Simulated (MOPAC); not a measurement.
MOPAC input (PM6):

```
PM6 FORCE THERMO(298,298) PRECISE LET CHARGE=-1 GEO-OK AUX(PRECISION=9) THREADS=1
BF2

B     0.33090736 1   -0.58233677 1   -0.14866862 1
F     0.21777046 1    0.08412337 1    1.04659334 1
F    -0.40408838 1    0.24376280 1   -0.96288490 1
```

From the output:

```
     F    3   4.579184   1.460553   5.266715

          HEAT OF FORMATION =    -168.190976 KCALS/MOLE

          ZERO POINT ENERGY       3.819 KCAL/MOL

           NORMAL COORDINATE ANALYSIS (Total motion = 1 Angstrom)

   Root No.       1         2         3

                 1 A1      1 B2      2 A1

                 498.2    1062.1    1111.4

           1   -0.1916    0.4413    0.3445
           2   -0.2298   -0.3678    0.4132
           3    0.0000    0.0000   -0.0000
           4   -0.2066   -0.2128   -0.2309
           5    0.2830   -0.0000   -0.0068
           6   -0.0000    0.0000    0.0000
           7    0.3156   -0.0383    0.0349
           8   -0.1523    0.2093   -0.2284
           9    0.0000   -0.0000    0.0000

           MASS-WEIGHTED COORDINATE ANALYSIS (NORMAL COORDINATES)

   Root No.       1         2         3

                 1 A1      1 B2      2 A1

                 498.2    1062.1    1111.4

           1   -0.2654    0.6309    0.4987
           2   -0.3184   -0.5259    0.5983
           3    0.0000    0.0000   -0.0000
           4   -0.3794   -0.4033   -0.4433
           5    0.5198   -0.0000   -0.0130
           6   -0.0000    0.0000    0.0000
           7    0.5796   -0.0726    0.0670
           8   -0.2796    0.3967   -0.4383
           9    0.0000   -0.0000    0.0000

          DESCRIPTION OF VIBRATIONS

 VIBRATION          1    1A1         ATOM PAIR     ENERGY CONTRIBUTION    RADIAL
 FREQUENCY           498.15         F 2 -- F 3         +51.0% (109.8%)    100.0%
 TRANSITION DIPOLE   0.1838         B 1 -- F 3         +24.5% ( 76.1%)      1.8%
 TRAVEL (Ang.)       0.1407         B 1 -- F 2         +24.5% ( 76.1%)      1.8%
 REDUCED MASS        6.8348
 EFFECTIVE MASS     18.0235
 FORCE CONSTANT      0.9993

 VIBRATION          2    1B2         ATOM PAIR     ENERGY CONTRIBUTION    RADIAL
 FREQUENCY          1062.14         B 1 -- F 2         +46.7% ( 86.1%)     79.5%
 TRANSITION DIPOLE   4.1476         B 1 -- F 3         +46.7% ( 86.1%)     79.5%
 TRAVEL (Ang.)       0.1035         F 2 -- F 3          +6.7% ( 32.5%)      0.0%
 REDUCED MASS        5.9260
 EFFECTIVE MASS     13.2221
 FORCE CONSTANT      3.9389

 VIBRATION          3    2A1         ATOM PAIR     ENERGY CONTRIBUTION    RADIAL
 FREQUENCY          1111.40         B 1 -- F 3         +44.3% ( 82.5%)     70.4%
 TRANSITION DIPOLE   2.8728         B 1 -- F 2         +44.3% ( 82.5%)     70.4%
 TRAVEL (Ang.)       0.1055         F 2 -- F 3         +11.4% ( 41.9%)    100.0%
 REDUCED MASS        5.4485
 EFFECTIVE MASS     13.7807
 FORCE CONSTANT      3.9652

      SYMMETRY NUMBER FOR POINT-GROUP C2v =  2

          SYSTEM IS A GROUND STATE

 BF2

          MOLECULE IS NOT LINEAR

          THERE ARE  3 GENUINE VIBRATIONS IN THIS SYSTEM
          THIS THERMODYNAMICS CALCULATION IS LIMITED TO
          MOLECULES WHICH HAVE NO INTERNAL ROTATIONS

                    CALCULATED THERMODYNAMIC PROPERTIES
                                          *
   TEMP. (K)   PARTITION FUNCTION   H.O.F.    ENTHALPY  HEAT CAPACITY ENTROPY
                                   KCAL/MOL   CAL/MOLE    CAL/K/MOL  CAL/K/MOL

 298.00  VIB.     0.1111D+01                   174.3264     1.8369     0.7941
         ROT.     0.4421D+04                   888.2803     2.9808    19.6615
         INT.     0.4911D+04                  1062.6067     4.8177    20.4556
         TRA.     0.3296D+27                  1480.4672     4.9680    37.5776
         TOT.                     -168.191    2543.0739     9.7857    58.0332

   *: NOTE: HEATS OF FORMATION ARE RELATIVE TO THE
            ELEMENTS IN THEIR STANDARD STATE AT 298K
              (=  Standard Enthalpy of Formation).

            Hvib:  Zero-point energy is not included.
                   frequencies of less than zero cm-1 are not included.
            Hrot = (3/2)RT
            Htra = (3/2)RT + pV = (5/2)RT

            Heat capacity is Cp, not Cv

          For more information, see: HTTP://OpenMOPAC.net/Manual/thermochemistry.html

           FORCE CONSTANT IN CARTESIAN COORDINATES (Millidynes/A)

    ATOM   CHEMICAL       X               Y               Z
   NUMBER   SYMBOL  FORCE CONSTANT  FORCE CONSTANT  FORCE CONSTANT

      1       B        4.928613        4.964034       -0.001401
      2       F        5.170366        0.753143       -0.000496
      3       F        1.062175        4.861334       -0.000496

 **********************
 *                    *
 * JOB ENDED NORMALLY *
 *                    *
 **********************

 == MOPAC DONE ==
```

The dipole moment of an ion depends on the origin.
